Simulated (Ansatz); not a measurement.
Stepwise reaction of `C#[C][GeH2][C]#C` with water, as a gas-phase model of exchange steps in deposition or etching. ΔE in kJ/mol.

Isolated molecules relaxed with PBE0-D4/def2-TZVP in Ansatz; ΔE leaves out vibrations. CBS: MP2 limit from def2 TZ/QZ plus the TZ coupled-cluster correction, frozen cores. This one scheme is used for every species. Functionals use def2-TZVPP. B3LYP here is the variant with VWN-RPA as its local correlation; programs differ in this. For Ge outer-core shells are correlated without core-valence functions, which leaves a few kJ/mol of doubt a bond. Scalar relativity is left out up to krypton. One conformer a species, not always the lowest.

```csv
step,reaction,PBE-D4,B3LYP-D4,ωB97M-V,CCSD(T)/CBS
1,`C#[C][GeH2][C]#C` + H₂O → `C#[C][GeH2][OH]` + `C#C`,-3.9,-9.1,-7.9,-2.5
2,`C#[C][GeH2][OH]` + H₂O → `[OH][GeH2][OH]` + `C#C`,-20.0,-24.2,-24.1,-18.4
```

Task: By hand: ΔE of the 2 steps together at CCSD(T)/CBS.

Result: (-2.5) + (-18.4) = -20.9 kJ/mol, or -10.4 kJ/mol a step.

In ΔE each step is lower than the one before. PBE-D4 differs from CCSD(T)/CBS by -1.6 to -1.4 kJ/mol a step. Isolated molecules leave out the surface, adducts and barriers. Largest T1 diagnostic: 0.013.
